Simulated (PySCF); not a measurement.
## Shapes and spin states of HfN₂

Computed with PBE0/[Hf def2-TZVP with ECP60, N def2-TZVP], scalar-relativistic core potentials, density fitting, no spin–orbit coupling, PySCF.

Relaxations began from a few typed shapes and spin states; open shells are unrestricted. The search is not exhaustive: other isomers or separated fragments can lie lower, and high-lying points may rest on an excited occupation.

(1) Which is the lowest minimum found?
A. broken-symmetry Ms = 0 C2v: Hf–N 2.088 Å (×2), N–N 1.203 Å; Hf–N–N 73.3° (×2), N–Hf–N 33.5°
B. triplet C∞v: Hf–N 2.013 Å, N–N 1.138 Å; Hf–N–N 180.0°
C. singlet (closed shell, unstable to spin polarisation) C2v: Hf–N 2.083 Å (×2), N–N 1.206 Å; Hf–N–N 73.2° (×2), N–Hf–N 33.7°
D. broken-symmetry Ms = 0 (⟨S²⟩ 1.01) C2v: Hf–N 1.968 Å (×2), N–N 1.272 Å; Hf–N–N 71.1° (×2), N–Hf–N 37.7°
E. singlet (closed shell, unstable to spin polarisation) C2v: Hf–N 1.837 Å (×2), N–N 1.470 Å; Hf–N–N 66.4° (×2), N–Hf–N 47.2°

## Answers

(1) B. The others lie at 16.1 (broken-symmetry Ms = 0 C2v), 16.6 (singlet C2v), 72.7 (broken-symmetry Ms = 0 C2v), 175.0 (singlet C2v) kJ/mol above it.

For the lowest minimum: open d and f shells are described by one determinant, and the ground state may have another occupation or spin. With an element this heavy the missing spin–orbit coupling can shift these numbers.

The electron or spin density has lower symmetry than the nuclear frame for the broken-symmetry Ms = 0 C2v at 16.1 kJ/mol.
